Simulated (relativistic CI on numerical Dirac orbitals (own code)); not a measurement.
Sensitivity of the levels of Ge to α and to the nuclear radius

Calculated at this level of theory: Dirac-Coulomb-Breit CI, KLI orbitals optimised for each configuration, valence Slater integrals scaled by 0.85, P86 correlation energy added to each configuration, derivatives by finite differences, QED left out (own radial code, finite nucleus).

Configurations in the expansion (outside the closed core [Ar] 3d10): 4s²4p², 4s²4p5s, 4s4p³, 4s²4p5p, 4s²4p4d, 4s²4p5d, 4s²4p4f, 4s²4p5f. Levels of other configurations are missing.

With x = (α/α₀)² − 1 an excitation energy changes as ω = ω₀ + qx; K = 2q/ω₀ is the relative enhancement. Terms are leading LS components, so labels can repeat. The field-shift factor is F = δν/δ⟨r²⟩ for the transition from the lowest level.

Lowest level 4s²4p² ³P0.

| Level | ω₀ (cm⁻¹) | q (cm⁻¹) | F (GHz/fm²) |
| --- | --- | --- | --- |
| 4s²4p² ³P1 | 525.3 | 610.4 | 0.000392 |
| 4s²4p² ³P2 | 1374.3 | 1423 | 0.00137 |
| 4s²4p² ¹D2 | 8092.5 | 1201 | 0.036 |
| 4s²4p² ¹S0 | 18348.6 | 1239 | 0.0915 |
| 4s4p³ ⁵S°2 | 35783.7 | 3867 | -2.4 |
| 4s²4p5s ³P°0 | 38322.8 | -664.3 | 0.857 |
| 4s²4p5s ³P°1 | 38606.9 | -526.2 | 0.851 |
| 4s²4p5s ³P°2 | 39996.5 | 1061 | 0.857 |
| 4s²4p5s ¹P°1 | 41181.9 | 987.2 | 0.805 |
| 4s²4p5p ³D1 | 46730.1 | -444.2 | 0.653 |
| 4s²4p5p ³D1 | 47396.1 | -166.2 | 0.652 |
| 4s²4p5p ³D2 | 47437.1 | -193 | 0.653 |
| 4s²4p5p ³P0 | 48053.6 | -243.4 | 0.651 |
| 4s²4p5p ³P1 | 48693.7 | 1049 | 0.651 |
| 4s²4p5p ³D3 | 48734.7 | 1382 | 0.651 |
| 4s²4p4d ³D°2 | 49090.2 | 584.8 | 0.164 |
| 4s²4p4d ³D°1 | 49110.2 | 820.8 | 0.0869 |
| 4s²4p5p ³P2 | 49279.8 | 1234 | 0.65 |
| 4s²4p4d ³D°3 | 49452.3 | 943 | 0.161 |
| 4s²4p4d ¹D°2 | 49504.5 | -18.05 | 0.585 |
| 4s²4p5p ³S1 | 49512.7 | 1292 | 0.653 |
| 4s²4p5p ¹D2 | 50204.7 | 1233 | 0.651 |
| 4s²4p4d ³F°2 | 50838.3 | 1229 | 0.532 |

For a near-neutral ion this model can misplace configurations by up to about 10,000 cm⁻¹ (more where the count of f electrons changes) and terms by 10 to 25 % of their spread. Rates follow the energies as ν³ (E1, M1) or ν⁵ (E2), so they and the lifetimes can be off by large factors. The fine structure of a lone outer electron comes out too small, for d and f at times inverted, and misplaced configurations move strength between like terms.

Which transition from the lowest level has the largest |K|?

4s²4p² ³P1 at 525.3 cm⁻¹, K = 2.32.
